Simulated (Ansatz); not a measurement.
One change: `C[SiH2][AlH][SnH3]` becomes `C[BH][AlH][SiH2]C`.

Ansatz, PBE0-D4/def2-TZVP geometries, multiplicity 1. Each molecule was computed in one conformer, which needn't be the lowest.

Elements past krypton have def2 core potentials.

| property | `C[SiH2][AlH][SnH3]` |
| --- | --- |
| size of the dipole moment (PBE/def2-TZVPP) / D | 0.95 |
| HOMO–LUMO gap (PBE/def2-TZVPP) / eV | 2.87 |
| LUMO energy (PBE0/def2-TZVPP) / eV | -2.41 |
| LUMO energy (B3LYP/def2-TZVPP) / eV | -2.57 |
| HOMO–LUMO gap (B3LYP/def2-TZVPP) / eV | 4.20 |
| LUMO energy (PBE/def2-TZVPP) / eV | -3.13 |

Task: What does the change do to each property? (An estimate is asked.)

Result: The calculation gave: 
| property | `C[BH][AlH][SiH2]C` | shift |
| --- | --- | --- |
| size of the dipole moment (PBE/def2-TZVPP) / D | 1.69 | 0.74 |
| HOMO–LUMO gap (PBE/def2-TZVPP) / eV | 2.88 | 0.01 |
| LUMO energy (PBE0/def2-TZVPP) / eV | -1.77 | 0.64 |
| LUMO energy (B3LYP/def2-TZVPP) / eV | -1.95 | 0.62 |
| HOMO–LUMO gap (B3LYP/def2-TZVPP) / eV | 4.50 | 0.30 |
| LUMO energy (PBE/def2-TZVPP) / eV | -2.69 | 0.44 |

With PBE0 the HOMO rises by 0.33 eV and the LUMO rises by 0.64 eV, so the gap widens by about 0.31 eV. PBE moves the HOMO by 0.43 eV and ωB97M-V by 0.23 eV. Dipoles are sizes alone; their direction can turn.

B3LYP here is the variant with VWN-RPA as its local correlation; programs differ in this.
